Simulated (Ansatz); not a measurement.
```yaml
crystal:
  periodic: [false, false, false]
  atoms:
    - {symbol: C, position_ang: [-0.515509, 1.358287, -0.645708]}
    - {symbol: N, position_ang: [-0.110216, -0.003005, -0.316862]}
    - {symbol: Si, position_ang: [1.156389, -0.275683, 0.829620]}
    - {symbol: P, position_ang: [-1.219345, -1.232959, -0.740499]}
    - {symbol: H, position_ang: [-1.031241, 1.372781, -1.609287]}
    - {symbol: H, position_ang: [-1.187343, 1.798136, 0.101630]}
    - {symbol: H, position_ang: [0.365399, 2.000413, -0.724882]}
    - {symbol: H, position_ang: [1.770587, -1.597474, 0.548502]}
    - {symbol: H, position_ang: [0.671203, -0.279051, 2.240406]}
    - {symbol: H, position_ang: [2.159172, 0.813583, 0.683071]}
    - {symbol: H, position_ang: [-0.306691, -2.315160, -0.867643]}
    - {symbol: H, position_ang: [-1.675504, -1.695070, 0.535553]}
basis:
  gaussian: {orbitals: 6-31G}
total_charge: -1
magnetization: {spin_polarized: true, initial_magnetization: 9}
hamiltonian: {xc: {name: B97M-V}}
output: {forces: true}
```

```sh
$ ansatz run in.yaml --threads 4 --pin off --events-out ev --progress --plain --max-ram 10444MiB
```

Shortened log:

```
Functional definition: B97M-V
796 factors; integrals over basis functions are off by at most 2.3e-4 eV
mean field evaluation 1: about -19777.2955 eV, gradient 2.2e1 eV
mean field evaluation 2: about -19719.3216 eV, gradient 6.8e1 eV
mean field evaluation 4: about -19782.7108 eV, gradient 9.2e0 eV
mean field evaluation 8: about -19783.8559 eV, gradient 8.7e-1 eV
mean field evaluation 16: about -19783.8448 eV, gradient 7.9e-3 eV
mean field evaluation 32: about -19783.8448 eV, gradient 1.9e-5 eV
a density is far from that of the atoms, so the factors are made again for it
877 factors; integrals over basis functions are off by at most 1.3e-4 eV
mean field -19783.84442709 eV, -727.0428727241 hartree, gradient 2.1e-5 eV, S^2 24.757871; 0 other end points of the search recorded, 0 dependent functions left out
reference -19783.84449352 eV, -727.0428751653 hartree; 30, 21 occupied and 30, 39 virtual orbitals, 877 factors
Total energy: -19783.84449352 eV, -727.0428751653 hartree
Atom 0 at    -0.515509     1.358287    -0.645708 Å, force     0.641684     0.251284    -0.762417 eV/Å
Atom 1 at    -0.110216    -0.003005    -0.316862 Å, force    -0.664826     6.100389    -0.777557 eV/Å
Atom 2 at     1.156389    -0.275683     0.829620 Å, force    -0.483538    -0.086693     1.302941 eV/Å
Atom 3 at    -1.219345    -1.232959    -0.740499 Å, force    -7.503958    -1.802086    -5.463834 eV/Å
Atom 4 at    -1.031241     1.372781    -1.609287 Å, force    -0.268199    -0.097903    -0.430443 eV/Å
Atom 5 at    -1.187343     1.798136     0.101630 Å, force     0.034366    -0.379489     0.447562 eV/Å
Atom 6 at     0.365399     2.000413    -0.724882 Å, force     0.337532     0.008970     0.213684 eV/Å
Atom 7 at     1.770587    -1.597474     0.548502 Å, force     2.851287    -5.500133    -1.098257 eV/Å
Atom 8 at     0.671203    -0.279051     2.240406 Å, force    -0.773348     0.613072     3.536537 eV/Å
Atom 9 at     2.159172     0.813583     0.683071 Å, force     3.521644     4.126727     0.201428 eV/Å
Atom 10 at    -0.306691    -2.315160    -0.867643 Å, force     2.546551    -2.329414     0.205583 eV/Å
Atom 11 at    -1.675504    -1.695070     0.535553 Å, force    -0.239195    -0.904724     2.624771 eV/Å
Dipole moment:    -0.473074     0.628482    -0.368487 e Å
```

Task: Something in this input is off. What?

Result: The spin is set far too high for this molecule. The run converged. The result belongs to that input, not to the molecule as meant.
